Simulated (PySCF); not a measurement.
# C3H7O2S2Si: g tensor and hyperfine couplings

C3H7O2S2Si (doublet state).
Numbering: `[OH:1][CH:2][O:3][SiH:4]1[S:5][CH2:6][CH2:7][S:8]1` (hydrogens: H9 on O1; H10 on C2; H11 on Si4; H12, H13 on C6; H14, H15 on C7)

Geometry (GFN2-xTB, Å), atoms numbered from 1 in this order:
```xyz
15
C3H7O2S2Si angstrom
O     -2.661    1.193    0.093
C     -2.996   -0.118    0.045
O     -2.052   -1.065    0.175
Si    -0.440   -1.150    0.272
S      0.419    0.493    1.384
C      1.672    0.977    0.141
C      2.122   -0.201   -0.695
S      0.703   -0.983   -1.538
H     -1.861    1.308    0.628
H     -3.804   -0.346   -0.630
H     -0.265   -2.420    0.937
H      2.510    1.397    0.696
H      1.231    1.752   -0.487
H      2.612   -0.958   -0.083
H      2.805    0.128   -1.477
```

The hyperfine couplings belong to this conformer and change with its torsions.

Method: PySCF 2.14.0, UKS B3LYP, pcH-1 on C H O S Si, non-relativistic, mean-field spin-orbit, GIAO. Geometry: GFN2-xTB, one conformer, isolated molecule. A GFN2-xTB geometry isn't a minimum of the functional, and hyperfine couplings can be far from their values at a DFT geometry. No stability test was run, so a lower SCF solution isn't excluded.

```json
{"g1, g2, g3": "2.00203, 2.00324, 2.00397", "g_iso": "2.00308", "Form of g": "rhombic: the two nearest values differ by 38 % of g3 − g1", "⟨S²⟩": "0.7528 (exact 0.7500)", "HOMO–LUMO gap, α and β orbitals": "3.68, 6.36 eV", "Total energy": "-1354.92482 Eh"}
```

Isotropic coupling and dipolar principal values T1 to T3, in mT; ρ(0) is the spin density at the nucleus (MHz turned into mT with g_iso):

```csv
atom,isotope,a_iso,of which spin–orbit,T1,T2,T3,Mulliken spin population,ρ(0) (bohr⁻³)
O1,17O,-0.62,0.00,-2.09,1.00,1.10,0.11,0.0289
C2,13C,8.80,0.00,-2.74,-2.68,5.43,0.83,0.2195
O3,17O,-1.84,0.00,-0.88,0.41,0.47,0.03,0.0849
Si4,29Si,-1.31,0.00,-0.33,0.14,0.18,0.05,0.0413
S5,33S,0.02,0.00,-0.01,0.00,0.01,0.00,0.0013
C6,13C,0.00,0.00,-0.01,0.00,0.01,0.00,-0.0001
C7,13C,0.03,0.00,-0.01,-0.01,0.02,0.00,0.0008
S8,33S,0.40,0.00,-0.06,-0.06,0.12,0.01,0.0328
H9,1H,-0.17,0.00,-0.44,-0.32,0.76,0.00,-0.0011
H10,1H,-0.25,0.00,-1.18,-0.13,1.31,-0.02,-0.0016
H11,1H,-0.15,0.00,-0.08,-0.05,0.13,0.00,-0.0010
H12,1H,0.00,0.00,-0.02,-0.01,0.03,0.00,0.0000
H13,1H,0.00,0.00,-0.03,-0.02,0.05,0.00,0.0000
H14,1H,-0.01,0.00,-0.02,-0.01,0.03,0.00,0.0000
H15,1H,0.09,0.00,-0.02,-0.01,0.03,0.00,0.0006
```

The Mulliken spin populations are largest on C2 (+0.83) and O1 (+0.11). No atom but C2 exceeds +0.15. The angles at C2 add up to 350.7°, so it is slightly pyramidal.

Axes: g2 points within 6° of the O1–C2 bond.

Under fast tumbling the dipolar parts average out, and these isotropic splittings remain: 1 × 1H (H10, I = 1/2, 2 lines) with 0.25 mT, 1 × 1H (H9, I = 1/2, 2 lines) with 0.17 mT, 1 × 1H (H11, I = 1/2, 2 lines) with 0.15 mT and 2 × 1H (H13/H15, I = 1/2, 3 lines) with 0.04 mT.

Means are taken over nuclei equivalent by connectivity, which assumes that they swap fast.

The 29Si coupling of Si4 (-36.6 MHz) shows only in satellite lines or after enrichment, since that isotope makes up about 4.7 % of natural silicon.

The 13C coupling of C2 (246.7 MHz) shows only in satellite lines or after enrichment, since that isotope makes up about 1.07 % of natural carbon.
